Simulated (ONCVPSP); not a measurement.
# Cutoff test, Ca (Z = 20), ONCV

```
Element                 : calcium (Ca)
Generator               : ONCVPSP 4.0.1
Type                    : optimised norm-conserving Vanderbilt (ONCV)
Functional              : Wu-Cohen
Relativity              : non-relativistic
Frozen core             : [Ne]
Valence charge          : 10
Reference configuration : 3s2 3p6 4s1 4p1
Partial waves           : 3s+4s: rc 2.15 bohr, ncon 3, nbas 6, qcut 4.4 1/bohr, 2 projectors; 3p+4p: rc 2.10 bohr, ncon 5, nbas 8, qcut 5.3 1/bohr, 3 projectors, debl 3.3 Ha; d scattering state at 0.43 Ha: rc 1.65 bohr, ncon 4, nbas 8, qcut 6.9 1/bohr, 2 projectors, debl 3.5 Ha
Local potential         : polynomial inside 1.40 bohr (lpopt 3, dvloc0 2 Ha)
Core correction         : polynomial model core, fcfact 0.25
```

In the d channel the program set the typed energies aside and used 0.050, 3.550 Ha.

**Question.** For each optimised wave give the share of its norm inside rc, the residual kinetic energy above qcut (Ha) and the cutoffs (Ha) for errors of 10, 1, 0.1 and 0.01 mHa per electron.

**Answer.**

| wave | norm inside rc | residual KE | 10 mHa | 1 mHa | 0.1 mHa | 0.01 mHa |
| --- | --- | --- | --- | --- | --- | --- |
| 3s | 0.972 | 1.8e-06 | 4.2 | 5.7 | 6.9 | 8.1 |
| 4s | 0.071 | 2.8e-05 | 3.0 | 4.6 | 6.0 | 15.9 |
| 3p | 0.931 | 3.0e-04 | 9.9 | 12.7 | 21.3 | 40.8 |
| 4p | 0.028 | 3.4e-05 | 6.2 | 9.7 | 12.8 | 17.0 |
| p projector 3 | 0.151 | 2.2e-03 | 11.6 | 15.1 | 21.4 | 33.4 |
| d projector 1 | 0.064 | 1.3e-04 | 13.9 | 19.4 | 25.0 | 79.7 |
| d projector 2 | 0.109 | 1.2e-02 | 24.4 | 70.1 | 109.7 | 125.8 |

The occupied waves need 13 Ha and 21 Ha for 1 and 0.1 mHa. The cutoffs count occupied waves only; projector 2 of the d channel, the hardest unoccupied one, needs 70 Ha at the loose tolerance.
